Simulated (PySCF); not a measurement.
**Static response to an electric field**

Species: C5H6FNO.
Numbering: `[CH:1]#[C:2][C@@H:3]([CH2:4][F:5])[C:6]([NH2:7])=[O:8]` (hydrogens: H9 on C1; H10 on C3; H11, H12 on C4; H13, H14 on N7)

Geometry (GFN2-xTB, Å), atoms numbered from 1 in this order:
```
atom  x, y, z in Å
C1    -0.8909    2.1929   -0.5722
C2    -0.5949    1.1393   -0.0869
C3    -0.2438   -0.1544    0.4639
C4    -1.3032   -1.2124    0.1406
F5    -2.3902   -1.0732    0.9649
C6     1.1322   -0.6301   -0.0396
N7     2.0471    0.3557   -0.1293
O8     1.3747   -1.7870   -0.2860
H9    -1.1662    3.1174   -0.9844
H10   -0.1732   -0.0723    1.5572
H11   -0.8893   -2.2116    0.3068
H12   -1.6629   -1.1162   -0.8882
H13    1.7925    1.3193    0.0024
H14    2.9671    0.1322   -0.4715
```

Level: CAM-B3LYP/def2-SVPD (PySCF), static field, nuclei fixed, core orbitals frozen in the response. The polarisability tensor in these axes (au):

```
x   68.84 -3.32 -1.07
y   -3.32 83.00 -5.36
z   -1.07 -5.36 53.62
```

Q: Give the principal values, the mean and the anisotropy Δα = √{½[(α1 − α2)² + (α2 − α3)² + (α1 − α3)²]}.

A: Principal values 52.50, 68.40 and 84.56 au; mean 68.49 au = 10.15 Å³ = 11.29 × 10⁻⁴⁰ C²·m²/J; Δα = 27.76 au (41 % of the mean).

Q: What is the dipole moment, and where does it point?

A: (1.72, 3.41, -0.54) D, 3.86 D in size, pointing from the negative to the positive side. Measured along this direction, the outermost atoms are H11 at the negative end and H9 at the positive end.

Q: Find the Langevin capture rate constant for NH4+ (18.034 u) meeting this molecule (115.043 u), k = 2.342 × 10⁻⁹ cm³/s × √(α in Å³ / reduced mass in u).

A: The reduced mass is 15.59 u, so k = 1.89 × 10⁻⁹ cm³/s. The formula leaves out the permanent dipole, which adds to the capture rate.

Q: Along which axes do the principal values lie, and how far do the nuclei extend along each?

A: Largest value along (-0.19, 0.97, -0.16), where the nuclei span 5.42 Å; middle along (0.98, 0.17, -0.13), 5.63 Å; least along (0.10, 0.18, 0.98), 2.73 Å. The strongest response doesn't lie along the longest of the three spans.

Q: Sum over states: ᾱ = Σ f/ω², ω in Eh. What share falls to these 8 lowest TDDFT singlets (eV, f)? 5.76, 0.0011; 6.57, 0.0006; 6.85, 0.0027; 6.91, 0.0065; 7.36, 0.0047; 7.56, 0.0730; 7.63, 0.0106; 7.89, 0.0771.

A: They add up to 2.24 au, 3.3 % of the 68.49 au; the largest single term is 0.95 au, from the state at 7.56 eV. Terms in order: 0.02, 0.01, 0.04, 0.10, 0.06, 0.95, 0.13, 0.92 au. Higher excitations give the rest. The strengths listed sum to 0.176.

Q: Estimate the molar refractivity from the static electronic polarisability.

A: Lorentz–Lorenz: R = (4π/3)N_A α = 2.5225 cm³/(mol·Å³) × 10.15 Å³ = 25.6 cm³/mol, in the limit of long wavelengths.

One conformer (not necessarily the lowest) at the GFN2-xTB geometry, without solvent, vibrations or thermal averaging.

The run behind these numbers computed excited states as well. The run took 81 s wall on an Arm Neoverse N1 with one thread, shared host, and the process peaked at 0.97 GiB of memory.
